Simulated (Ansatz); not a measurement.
# Abstraction of Cl: SnCl4 + C2H5Mg → SnCl3 + C2H5ClMg

Species: SnCl4 (tin tetrachloride) `[Cl][Sn]([Cl])([Cl])[Cl]`, singlet; C2H5Mg `C[CH2][Mg]`, doublet; SnCl3 `[Cl][Sn]([Cl])[Cl]`, doublet; C2H5ClMg `C[CH2][Mg][Cl]`, singlet. A radical takes Cl: the energy is the difference in strength between the Sn–Cl bond broken and the Mg–Cl bond made.

Shapes, held fixed at every level: PBE0-D4/def2-TZVP. Programs: Ansatz 0.2.0. Electronic energies: no zero-point or thermal term.

| level | kind | ΔE (kJ/mol) | less CCSD(T)/def2-TZVPP |
| --- | --- | --- | --- |
| HF/def2-SVP | Hartree–Fock | -134.3 | -15.2 |
| HF/def2-TZVPP | Hartree–Fock | -119.9 | -0.8 |
| r2SCAN-D4/def2-TZVPP | meta-GGA | -132.1 | -13.0 |
| BHLYP-D4/def2-TZVPP | global hybrid | -124.7 | -5.6 |
| CCSD(T)/def2-SVP | coupled cluster or CI | -128.4 | -9.3 |
| CCSD/def2-SVP | coupled cluster or CI | -129.8 | -10.7 |
| CCSD(T)/def2-TZVPP | coupled cluster or CI | -119.1 | 0.0 |

The highest level, CCSD(T)/def2-TZVPP, gives ΔE = -119.1 kJ/mol; the levels span -134.3 to -119.1. The column of differences is taken from that level and isn't an error. No measured value is set beside it here. Open shells run unrestricted. For atoms past krypton def2 sets carry core potentials with scalar relativity. Outer-core shells of Mg, Sn are correlated, in sets that cover them unevenly.
